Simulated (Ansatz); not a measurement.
Reaction (ligand exchange at the Si–O bond): `OC(O)O[SiH3]` + `C[NH][AlH][OH]` → `C[NH][AlH][O][SiH3]` + `OC(O)O`

Isolated molecules relaxed with PBE0-D4/def2-TZVP in Ansatz; ΔE leaves out vibrations. CCSD(T)/CBS is the MP2 limit (def2-TZVPP, def2-QZVPP) plus CCSD(T) − MP2 in def2-TZVPP, frozen cores. Functionals use def2-TZVPP. Each species was taken in one conformer, which may not be the lowest.

`OC(O)O[SiH3]`:

Cartesian coordinates in Å:
```
O -1.472 -0.078 -0.691
C -0.232 0.484 -0.895
O -0.387 1.837 -1.148
O 0.613 0.349 0.212
Si 0.675 -1.044 1.111
H -1.980 0.542 -0.153
H 0.207 -0.045 -1.750
H 0.409 2.280 -0.840
H 0.785 -2.231 0.224
H -0.511 -1.191 1.990
H 1.894 -0.902 1.941
```

`C[NH][AlH][OH]`:

Z-matrix (Å, degrees):
```
C
N 1 1.446
H 1 1.097 2 112.5
H 1 1.093 2 110.1 3 119.1
H 1 1.097 2 112.6 3 -121.8
Al 2 1.768 1 129.8 3 -119.4
H 2 1.009 1 111.9 3 60.6
O 6 1.696 2 121.8 1 -0.0
H 6 1.573 2 119.8 1 179.9
H 8 0.954 6 125.8 2 -0.2
```

`C[NH][AlH][O][SiH3]`:

Cartesian coordinates in Å:
```
C -0.391 2.025 -0.033
N -1.427 1.070 0.301
Al -1.322 -0.686 0.391
O 0.156 -1.423 0.056
Si 1.675 -1.848 -0.314
H 0.545 1.501 -0.240
H -0.194 2.728 0.785
H -0.637 2.612 -0.925
H -2.309 1.519 0.500
H -2.581 -1.547 0.776
H 2.509 -0.641 -0.576
H 2.287 -2.606 0.810
H 1.689 -2.702 -1.532
```

`OC(O)O`:

Z-matrix (Å, degrees):
```
C
O 1 1.384
O 1 1.401 2 106.2
O 1 1.375 2 109.5 3 -122.4
H 1 1.099 2 112.0 3 120.8
H 2 0.962 1 107.5 3 -30.2
H 3 0.962 1 108.1 2 178.5
H 4 0.965 1 106.9 2 49.0
```

```csv
level,ΔE (eV)
ωB97X-V,-0.29
B2PLYP,-0.30
PBE,-0.27
HF/def2-QZVPP,-0.40
```

**Question.** What does CCSD(T)/CBS give? (An estimate is asked.)

**Answer.** Computed: -0.29 eV. The listed levels differ from it by 0.00, -0.01, 0.02, -0.11 eV.

Largest T1 diagnostic among the species: 0.012.

In def2-TZVPP, CCSD(T) changes the Hartree–Fock value by +0.10 eV (the triples alone add +0.02 eV) and MP2 by +0.11 eV. From PBE to PBE0 (25 % exact exchange), in def2-TZVPP and without D4, ΔE moves by −0.04 eV.
